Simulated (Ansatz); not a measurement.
A structure relaxed at PBE-D4/def2-SVP in Ansatz, charge 0, singlet:

```csv
atom,x (Å),y (Å),z (Å)
O1,0.505,-1.513,1.942
C2,0.257,-0.769,0.987
C3,-0.834,-1.105,0.031
C4,-1.557,-2.298,0.269
C5,-2.595,-2.699,-0.568
C6,-2.939,-1.903,-1.680
C7,-2.245,-0.721,-1.941
C8,-1.190,-0.314,-1.091
S9,-0.397,1.189,-1.527
C10,0.831,1.389,-0.290
C11,1.635,2.548,-0.404
C12,2.640,2.799,0.530
C13,2.862,1.900,1.594
C14,2.071,0.760,1.706
C15,1.044,0.478,0.775
H16,-1.254,-2.886,1.148
H17,-3.144,-3.631,-0.364
H18,-3.757,-2.208,-2.350
H19,-2.512,-0.099,-2.809
H20,1.460,3.249,-1.235
H21,3.258,3.704,0.430
H22,3.656,2.100,2.330
H23,2.208,0.031,2.519
```

**Question.** Give its formula, name or SMILES and point group.

**Answer.** thioxanthone (C13H8OS). Point group C2v (tolerance 0.1 Å).

**Question.** Summarise the bond lengths by kind (pairs closer than 1.2 times the sum of covalent radii, bridged metal pairs left out).

**Answer.** 14 × C–C 1.39 to 1.49 Å; 2 × C–S 1.75 Å; 1 × C–O 1.24 Å; 8 × C–H 1.10 Å.
